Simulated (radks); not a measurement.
Trend from Lu to Hg: ionisation energy by Delta-SCF between NIST ground configurations, and size. All-electron calculation, scalar-relativistic Kohn-Sham, LDA (Slater exchange, Perdew-Wang correlation), spin-unpolarised, spherical densities, finite nucleus; Fermi nuclear charge, rms radius of each element as measured or else 0.836 A^(1/3) + 0.57 fm. Program: a radial shooting solver on a logarithmic mesh with Libxc functionals.

species       configuration  IE (eV)  NIST (eV)  kind  -e(HOMO) (eV)  outermost  <r> outermost (bohr)  r at 0.001 e/bohr^3 (bohr)
Lu        [Xe] 4f14 5d1 6s2    5.488      5.426  exp.     1.918 (5d)         6s                  3.61                        5.04
Hf        [Xe] 4f14 5d2 6s2    6.730      6.825  exp.     2.872 (5d)         6s                  3.43                        4.97
Ta        [Xe] 4f14 5d3 6s2    8.691      7.550  exp.     3.784 (5d)         6s                  3.28                        4.88
W         [Xe] 4f14 5d4 6s2    9.122      7.864  exp.     4.681 (5d)         6s                  3.16                        4.78
Re        [Xe] 4f14 5d5 6s2    9.504      7.834  exp.     5.573 (5d)         6s                  3.06                        4.69
Os        [Xe] 4f14 5d6 6s2    9.851      8.438  exp.     6.376 (6s)         6s                  2.96                        4.60
Ir        [Xe] 4f14 5d7 6s2   10.173      8.967  exp.     6.580 (6s)         6s                  2.88                        4.52
Pt        [Xe] 4f14 5d9 6s1    9.531      8.959  exp.     5.957 (6s)         6s                  2.91                        4.35
Au       [Xe] 4f14 5d10 6s1    9.760      9.226  exp.     6.077 (6s)         6s                  2.84                        4.27
Hg                     [Hg]   11.034     10.438  exp.     7.122 (6s)         6s                  2.68                        4.30

Reference values: NIST Atomic Spectra Database (exp. = measured, semi-emp. = semi-empirical, theory = theoretical value adopted there). Spin polarisation and multiplet splitting are left out, so open shells lie too high by an amount that depends on their filling. Spin-orbit splitting is averaged out at the scalar-relativistic level.

Beside tabulated values, note that spin-unpolarised runs miss the spin-polarisation part of the exchange energy of open shells.
